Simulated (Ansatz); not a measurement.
Os₄⁺. The state is a doublet with charge 1. Geometry PBE-D4/def2-SVP; atoms count from 1.

```tsv
atom	x (Å)	y (Å)	z (Å)
Os1	-1.414	-0.761	-0.022
Os2	0.745	-1.356	0.429
Os3	1.417	0.760	0.023
Os4	-0.748	1.357	-0.430
```

In the def2 sets Os takes a core potential; there is no spin–orbit coupling. The charge 1 doublet is spin-contaminated (final ⟨S²⟩ up to 3.00, 0.75 for a pure state). The geometry of the doublet was relaxed on an unsound state (⟨S²⟩ 1.86, where a pure state has 0.75). The structure comes from a short search, and lower isomers may exist.

Q: Estimate the Mulliken populations from the PBE0/def2-TZVP orbitals of Ansatz.

A: 
| atom | charge (e) | spin (α − β) | d electrons |
| --- | --- | --- | --- |
| Os1 | 0.21 | -0.98 | 6.67 |
| Os2 | 0.31 | 1.99 | 6.58 |
| Os3 | 0.23 | 1.44 | 6.59 |
| Os4 | 0.25 | -1.45 | 6.60 |
Mulliken values and Mayer orders depend strongly on the basis.

Q: Where does the spin sit?

A: Summed by element: Os 1.00, of 1 unpaired in all. Largest on single atoms: Os2 1.99, Os4 -1.45, Os3 1.44.

Q: And the Mayer bond orders between bonded heavy atoms (over 0.3)?

A: Os1–Os2 1.86 (2.28 Å); Os1–Os3 0.36 (3.21 Å); Os1–Os4 2.25 (2.26 Å); Os2–Os3 2.14 (2.26 Å); Os2–Os4 0.33 (3.21 Å); Os3–Os4 1.88 (2.29 Å).
